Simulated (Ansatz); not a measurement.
Geometry optimisation, Ansatz 0.2.0, RKS r2SCAN/def2-SVP.

Input:

```yaml
crystal:
  periodic: [false, false, false]
  atoms:
    - { symbol: In, position_ang: [-1.7632, -0.2409, -0.0068] }
    - { symbol: H, position_ang: [-0.1104, -1.3862, -1.0889] }
    - { symbol: O, position_ang: [-0.3325, 1.2915, -0.3676] }
    - { symbol: C, position_ang: [0.6553, 0.5486, -0.1765] }
    - { symbol: H, position_ang: [0.5169, -0.699, -0.7961] }
    - { symbol: Cl, position_ang: [-1.3859, -0.4519, 2.3691] }
    - { symbol: H, position_ang: [0.86, 0.1677, 0.8365] }
    - { symbol: H, position_ang: [1.5599, 0.7702, -0.7698] }
basis:
  gaussian: { orbitals: def2-SVP }
hamiltonian:
  xc: r2scan
relax:
  f_tol: 0.15
  max_steps: 25
  restrain:
    - { distance: [4, 1], at: 0.62, k: 30.0 }
    - { distance: [0, 3], at: 2.18, k: 30.0 }
    - { distance: [0, 1], at: 3.03, k: 30.0 }
    - { distance: [4, 3], at: 2.37, k: 30.0 }
output:
  orbitals: {}
```

Run as:

```bash
$ ansatz run input.yaml --threads 2 --pin off --max-ram 3072MiB --backend cpu --events-out ev --progress --plain --runs-dir out
```

Task: Where does it end, and by what steps?

Result: The forces met the threshold. The restraints hold the end off the free minimum. After 18 steps the energy has fallen by 0.319 eV (the restraints' own energy left out); H8 moved furthest, 1.37 Å. Parted: In1–O3. Joined: H2–H5.

```json
{"step": "0", "energy less start (eV)": "0.0000", "largest force component (eV/Å)": "3.269", "accepted": "yes"}
{"step": "1", "energy less start (eV)": "-0.0861", "largest force component (eV/Å)": "4.335", "accepted": "yes"}
{"step": "2", "energy less start (eV)": "0.3510", "largest force component (eV/Å)": "7.220", "accepted": "yes"}
{"step": "3", "energy less start (eV)": "0.5992", "largest force component (eV/Å)": "7.334", "accepted": "yes"}
{"step": "4", "energy less start (eV)": "0.4323", "largest force component (eV/Å)": "5.093", "accepted": "yes"}
{"step": "5", "energy less start (eV)": "0.1454", "largest force component (eV/Å)": "5.198", "accepted": "yes"}
{"step": "6", "energy less start (eV)": "0.1308", "largest force component (eV/Å)": "3.283", "accepted": "yes"}
{"step": "7", "energy less start (eV)": "0.0955", "largest force component (eV/Å)": "2.682", "accepted": "yes"}
{"step": "8", "energy less start (eV)": "0.0367", "largest force component (eV/Å)": "2.517", "accepted": "yes"}
{"step": "9", "energy less start (eV)": "-0.0964", "largest force component (eV/Å)": "2.264", "accepted": "yes"}
{"step": "10", "energy less start (eV)": "-0.1886", "largest force component (eV/Å)": "2.043", "accepted": "yes"}
{"step": "11", "energy less start (eV)": "-0.2519", "largest force component (eV/Å)": "2.025", "accepted": "yes"}
{"step": "12", "energy less start (eV)": "-0.2829", "largest force component (eV/Å)": "2.087", "accepted": "yes"}
{"step": "13", "energy less start (eV)": "-0.2920", "largest force component (eV/Å)": "2.128", "accepted": "yes"}
{"step": "14", "energy less start (eV)": "-0.3226", "largest force component (eV/Å)": "1.795", "accepted": "yes"}
{"step": "15", "energy less start (eV)": "-0.3019", "largest force component (eV/Å)": "1.947", "accepted": "yes"}
{"step": "16", "energy less start (eV)": "-0.2969", "largest force component (eV/Å)": "2.035", "accepted": "yes"}
{"step": "17", "energy less start (eV)": "-0.3283", "largest force component (eV/Å)": "1.774", "accepted": "yes"}
{"step": "18", "energy less start (eV)": "-0.3189", "largest force component (eV/Å)": "1.990", "accepted": "yes"}
```

```xyz
8
Properties=species:S:1:pos:R:3
In -1.346 -0.382 0.576
H 0.611 -1.758 -1.289
O 0.249 1.861 0.424
C 0.428 0.787 -0.153
H 1.036 -1.200 -1.316
Cl -2.329 0.054 2.723
H 1.071 -0.026 0.292
H 0.281 0.663 -1.257
```

Whether the end is a true minimum wasn't checked by a vibrational analysis.

The run took 67 s on 2 threads of Arm Neoverse V2, on a shared host, peak memory 0.17 GiB.
